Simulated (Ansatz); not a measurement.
Consider the formal exchange of groups at the Si–H bond: `O[SiH2]S` + `C[O][GeH3]` → `O[SiH](S)[GeH3]` + CH₃OH.

Computed with Ansatz on PBE0-D4/def2-TZVP structures; ΔE is electronic, products minus reactants. CCSD(T)/CBS is the MP2 limit (def2-TZVPP, def2-QZVPP) plus CCSD(T) − MP2 in def2-TZVPP, frozen cores. This one scheme is used for every species. For Ge outer-core shells are correlated without core-valence functions, which leaves a few kJ/mol of doubt a bond. Scalar relativity is left out up to krypton. One conformer a species, not always the lowest.

```
          species  CCSD(T)/CBS(def2) energy (Eh)
       `O[SiH2]S`                     -764.50758
     `C[O][GeH3]`                    -2192.93708
`O[SiH](S)[GeH3]`                    -2841.82234
            CH₃OH                     -115.61712
```

**Question.** Work out ΔE.

**Answer.** ΔE = (-2841.82234) + (-115.61712) − (-764.50758) − (-2192.93708) = 0.00520 Eh = +3.3 kcal/mol.

Largest T1 diagnostic among the species: 0.012.

The D4 term adds −1.0 kcal/mol with B3LYP and −0.6 kcal/mol with PBE0; it sums over pairs of atoms, weighted by their polarisabilities, and B3LYP, whose exchange is more repulsive, gets the larger term. In def2-TZVPP, CCSD(T) changes the Hartree–Fock value by −4.7 kcal/mol (the triples alone add −0.4 kcal/mol) and MP2 by −3.8 kcal/mol.

B3LYP here is the variant with VWN-RPA as its local correlation; programs differ in this.
